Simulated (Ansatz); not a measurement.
`C[CH2][Zn][Cl]` and `C[CH2][Zn][F]` differ in one atom or group.

Ansatz, PBE0-D4/def2-TZVP geometries, multiplicity 1. Each molecule was computed in one conformer, which needn't be the lowest.

Scalar relativity is left out up to krypton.

```tsv
property	`C[CH2][Zn][Cl]`
HOMO–LUMO gap (B3LYP/def2-TZVPP) / eV	6.97
zero-point energy (PBE0-D4/def2-TZVP) / kJ/mol	173.0
HOMO–LUMO gap (PBE0/def2-TZVPP) / eV	7.45
size of the dipole moment (ωB97M-V/def2-TZVPP) / D	2.60
HOMO–LUMO gap (PBE/def2-TZVPP) / eV	5.52
HOMO energy (ωB97M-V/def2-TZVPP) / eV	-10.09
```

Task: What does the change do to each property? (An estimate is asked.)

Result: The calculation gave: 
```tsv
property	`C[CH2][Zn][F]`	shift
HOMO–LUMO gap (B3LYP/def2-TZVPP) / eV	7.09	0.12
zero-point energy (PBE0-D4/def2-TZVP) / kJ/mol	175.1	2.1
HOMO–LUMO gap (PBE0/def2-TZVPP) / eV	7.57	0.12
size of the dipole moment (ωB97M-V/def2-TZVPP) / D	2.90	0.30
HOMO–LUMO gap (PBE/def2-TZVPP) / eV	5.61	0.09
HOMO energy (ωB97M-V/def2-TZVPP) / eV	-10.28	-0.19
```

Dipoles are sizes alone; their direction can turn.

B3LYP here is the variant with VWN-RPA as its local correlation; programs differ in this.
